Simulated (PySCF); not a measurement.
`InChI=1S/C3H9AsSi/c4-2-1-3(2)5/h2-3H,1,4H2,5H3/t2-,3+/m0/s1`

Geometry (Å), atoms numbered from 1 in this order:
```xyz
14

Si   -1.7052    0.8867    0.5298
C    -0.6791   -0.6243    0.0661
C     0.2277   -1.2643    1.0756
C     0.8157   -0.5249   -0.0875
As    1.7230    1.1851    0.2274
H    -3.1003    0.4533    0.6610
H    -1.5873    1.9044   -0.5254
H    -1.2208    1.4351    1.8047
H    -1.1641   -1.3182   -0.6146
H     0.2904   -0.8059    2.0559
H     0.2999   -2.3437    1.1010
H     1.2590   -1.1440   -0.8650
H     1.7401    1.5633   -1.2294
H     3.1002    0.5970    0.0585
```

Method: PySCF 2.14.0, TDDFT wB97X-D/aug-cc-pVDZ circular dichroism and optical rotation, one conformer, gas phase. Geometry: GFN2-xTB.

The calculation is non-relativistic, which matters for the atoms heavier than Zn. Singlets 14 and 15 lie within 0.01 eV of each other, so their separate moments and overlaps can depend on how they mix.

(1) Assign R or S to each stereocentre.

(2) List the lowest 16 singlet excitations with oscillator and rotatory strengths.

## Answers

(1) C2 R, C4 S.

(2) Rotatory strengths R in 10⁻⁴⁰ esu² cm², velocity form and length form (origin at the centre of mass); f in length form.
| state | E (eV) | λ (nm) | f | R (velocity) | R (length) | main |
| --- | --- | --- | --- | --- | --- | --- |
| 1 | 6.44 | 193 | 0.097 | -0.4 | 0.0 | HOMO→LUMO 0.38, HOMO→LUMO+4 0.18 |
| 2 | 6.63 | 187 | 0.102 | +20.1 | +20.1 | HOMO→LUMO+2 0.24, HOMO→LUMO 0.19 |
| 3 | 6.78 | 183 | 0.055 | -8.7 | -9.2 | HOMO→LUMO+6 0.35, HOMO→LUMO+4 0.28 |
| 4 | 7.16 | 173 | 0.002 | -0.9 | -1.0 | HOMO−1→LUMO 0.47, HOMO−1→LUMO+1 0.20 |
| 5 | 7.40 | 168 | 0.008 | -8.6 | -8.9 | HOMO−2→LUMO 0.43, HOMO−2→LUMO+1 0.18 |
| 6 | 7.48 | 166 | 0.005 | +9.2 | +9.3 | HOMO→LUMO+1 0.20, HOMO→LUMO+3 0.13 |
| 7 | 7.61 | 163 | 0.055 | -42.3 | -42.2 | HOMO−1→LUMO 0.23, HOMO−1→LUMO+5 0.12 |
| 8 | 7.66 | 162 | 0.014 | +5.1 | +5.2 | HOMO→LUMO+3 0.21, HOMO→LUMO+8 0.12 |
| 9 | 7.70 | 161 | 0.008 | -11.5 | -11.8 | HOMO→LUMO+3 0.23, HOMO−1→LUMO+4 0.15 |
| 10 | 7.76 | 160 | 0.018 | +29.3 | +29.6 | HOMO−1→LUMO+4 0.42, HOMO→LUMO+2 0.10 |
| 11 | 7.81 | 159 | 0.029 | -32.9 | -32.5 | HOMO→LUMO+5 0.39, HOMO→LUMO+6 0.16 |
| 12 | 7.89 | 157 | 0.028 | +30.2 | +29.5 | HOMO−2→LUMO 0.25, HOMO−2→LUMO+4 0.21 |
| 13 | 7.95 | 156 | 0.010 | -5.7 | -5.5 | HOMO−1→LUMO+3 0.29, HOMO→LUMO+8 0.20 |
| 14 | 7.99 | 155 | 0.013 | +33.3 | +33.1 | HOMO−2→LUMO+4 0.18, HOMO−2→LUMO+6 0.14 |
| 15 | 8.00 | 155 | 0.034 | -102.6 | -102.5 | HOMO−1→LUMO+2 0.35, HOMO−2→LUMO+4 0.09 |
| 16 | 8.07 | 154 | 0.003 | +9.9 | +10.1 | HOMO→LUMO+8 0.30, HOMO−1→LUMO+3 0.29 |

For state 1 the two forms differ in sign, so the sign of R isn't settled.

Among the states computed, the strongest CD band (largest |R|) is state 15. The largest dissymmetry factor in size, g = 4R/(D+G), with D and G the electric and magnetic dipole strengths, is +0.044 for state 16 (velocity form, f = 0.003), among bands with |R| over 0.5. The mirror image has the same energies and oscillator strengths and all R with the opposite sign.
